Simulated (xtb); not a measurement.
C₄H₉O (SMILES CCCC[O]), doublet, at a GFN2-xTB geometry; GFN2-xTB run with xtb 6.7.1.

Here is a job for xtb.
```
$ xtb mol.xyz --gfn 2 --uhf 1 --opt --json

# file mol.xyz
14

C      2.34449256    -0.09813638    -0.00073337
C      0.88937594    -0.48778015    -0.21704361
C     -0.04543918     0.71839659    -0.09204646
C     -1.50354472     0.27416734    -0.25316904
O     -2.00858632    -0.48751152     0.68447693
H      2.65776752     0.64052160    -0.73593568
H      2.48402591     0.32489821     0.99135532
H      2.98696168    -0.97020344    -0.09670548
H      0.58443175    -1.23051715     0.52249205
H      0.77427526    -0.93476375    -1.20784599
H      0.08186284     1.16614618     0.89499254
H      0.19852652     1.46432205    -0.85103369
H     -2.14713345     1.18699457    -0.35187235
H     -1.66133505    -0.18719037    -1.26330719
```

The log (banner, timings and long lists left out):

```
   ID    Z sym.   atoms
    1    6 C      1-4
    2    8 O      5
    3    1 H      6-14

           -------------------------------------------------
          |                Calculation Setup                |
           -------------------------------------------------

           -------------------------------------------------
          |                 G F N 2 - x T B                 |
           -------------------------------------------------

          ...................................................
          :                      SETUP                      :
          :.................................................:
          :  # basis functions                  29          :
          :  # atomic orbitals                  29          :
          :  # shells                           19          :
          :  # electrons                        31          :
          :  max. iterations                   250          :
          :  Hamiltonian                  GFN2-xTB          :
          :  restarted?                      false          :
          :  GBSA solvation                  false          :
          :  PC potential                    false          :
          :  electronic temp.          300.0000000     K    :
          :  accuracy                    1.0000000          :
          :  -> integral cutoff          0.2500000E+02      :
          :  -> integral neglect         0.1000000E-07      :
          :  -> SCF convergence          0.1000000E-05 Eh   :
          :  -> wf. convergence          0.1000000E-03 e    :
          :  Broyden damping             0.4000000          :
          :  net charge                          0          :
          :  unpaired electrons                  1          :
          ...................................................

 iter      E             dE          RMSdq      gap      omega  full diag
   1    -17.2878439 -0.172878E+02  0.304E+00   12.62       0.0  T
   2    -17.3221028 -0.342589E-01  0.172E+00   11.93       1.0  T
   3    -17.3243041 -0.220132E-02  0.912E-01   12.41       1.0  T
   4    -17.3250039 -0.699755E-03  0.158E-01   12.45       1.0  T
   5    -17.3250559 -0.520870E-04  0.806E-02   12.44       1.0  T
   6    -17.3250616 -0.562848E-05  0.313E-02   12.43       1.0  T
   7    -17.3250625 -0.883233E-06  0.696E-03   12.43       3.8  T
   8    -17.3250625 -0.600007E-07  0.336E-03   12.43       8.0  T
   9    -17.3250625 -0.105983E-07  0.750E-04   12.43      35.6  T
  10    -17.3250625 -0.387118E-09  0.293E-04   12.43      91.3  T

   *** convergence criteria satisfied after 10 iterations ***

         :::::::::::::::::::::::::::::::::::::::::::::::::::::
         ::                     SUMMARY                     ::
         :::::::::::::::::::::::::::::::::::::::::::::::::::::
         :: total energy             -17.123444997833 Eh    ::
         :: gradient norm              0.000040517569 Eh/a0 ::
         :: HOMO-LUMO gap             12.431726846356 eV    ::
         ::.................................................::
         :: SCC energy               -17.325057039317 Eh    ::
         :: -> isotropic ES            0.028716063596 Eh    ::
         :: -> anisotropic ES          0.003688168040 Eh    ::
         :: -> anisotropic XC          0.005232200751 Eh    ::
         :: -> dispersion             -0.006419309812 Eh    ::
         :: repulsion energy           0.201612041484 Eh    ::
         :: add. restraining           0.000000000000 Eh    ::
         :: total charge              -0.000000000000 e     ::
         :::::::::::::::::::::::::::::::::::::::::::::::::::::

      -----------------------------------------------------------
     |                   =====================                   |
     |                        A N C O P T                        |
     |                   =====================                   |
     |               Approximate Normal Coordinate               |
[...]
 * total energy  :   -17.1234450 Eh     change       -0.1745732E-09 Eh
   *** GEOMETRY OPTIMIZATION CONVERGED AFTER 1 ITERATIONS ***
         :: total energy             -17.123444998008 Eh    ::
[...]
        23                          0.1741456               4.7387
        24                          0.1769054               4.8138
        25                          0.2195943               5.9755
        26                          0.2273406               6.1863
        27                          0.2557637               6.9597
       ...                                ...                  ...
        29                          0.3318891               9.0312
      -------------------------------------------------------------
                  HL-Gap            0.4568553 Eh           12.4317 eV
             Fermi-level           -0.2801242 Eh           -7.6226 eV

     #   Z          covCN         q      C6AA      α(0)
     1   6 C        3.752    -0.105    22.561     6.774
     2   6 C        3.802    -0.049    21.447     6.593
     3   6 C        3.800    -0.077    21.968     6.673
     4   6 C        3.671     0.121    18.827     6.219
     5   8 O        0.855    -0.376    21.202     6.173
     6   1 H        0.925     0.036     2.498     2.472
     7   1 H        0.925     0.040     2.451     2.448
     8   1 H        0.925     0.041     2.432     2.439
     9   1 H        0.924     0.053     2.277     2.360
    10   1 H        0.924     0.031     2.574     2.509
    11   1 H        0.924     0.058     2.222     2.331
    12   1 H        0.924     0.032     2.562     2.503
    13   1 H        0.919     0.112     1.676     2.025
    14   1 H        0.919     0.081     1.971     2.196

 Mol. C6AA /au·bohr⁶  :       1334.988554
 Mol. C8AA /au·bohr⁸  :      27776.572272
 Mol. α(0) /au        :         53.715822

Wiberg/Mayer (AO) data.
largest (>0.10) Wiberg bond orders for each atom

 ---------------------------------------------------------------------------
     #   Z sym  total        # sym  WBO       # sym  WBO       # sym  WBO
 ---------------------------------------------------------------------------
     1   6 C    3.996 --     2 C    1.018     7 H    0.987     6 H    0.986
                             8 H    0.983
     2   6 C    3.994 --     1 C    1.018     3 C    0.988    10 H    0.978
                             9 H    0.973
     3   6 C    3.992 --     2 C    0.988    12 H    0.979     4 C    0.978
                            11 H    0.970
     4   6 C    3.967 --     5 O    1.304     3 C    0.978    14 H    0.852
                            13 H    0.814
     5   8 O    1.603 --     4 C    1.304    13 H    0.107
     6   1 H    0.999 --     1 C    0.986
     7   1 H    0.998 --     1 C    0.987
     8   1 H    0.998 --     1 C    0.983
     9   1 H    0.997 --     2 C    0.973
    10   1 H    0.999 --     2 C    0.978
    11   1 H    0.996 --     3 C    0.970
    12   1 H    0.999 --     3 C    0.979
    13   1 H    0.964 --     4 C    0.814     5 O    0.107
    14   1 H    0.982 --     4 C    0.852
 ---------------------------------------------------------------------------

Topologies differ in total number of bonds
Writing topology from bond orders to xtbtopo.mol

molecular dipole:
                 x           y           z       tot (Debye)
 q only:        0.559       0.622      -0.732
   full:        0.575       0.769      -0.921       3.381
molecular quadrupole (traceless):
                xx          xy          yy          xz          yz          zz
 q only:       -1.629      -3.767       1.301       4.436       0.590       0.328
  q+dip:       -2.992      -4.877       1.694       5.617       1.208       1.298
   full:       -2.596      -4.987       1.828       5.433       1.233       0.769

optimized geometry written to: xtbopt.xyz

           -------------------------------------------------
          | TOTAL ENERGY              -17.123444998008 Eh   |
          | GRADIENT NORM               0.000040117416 Eh/α |
          | HOMO-LUMO GAP              12.431666481766 eV   |
           -------------------------------------------------

normal termination of xtb
```
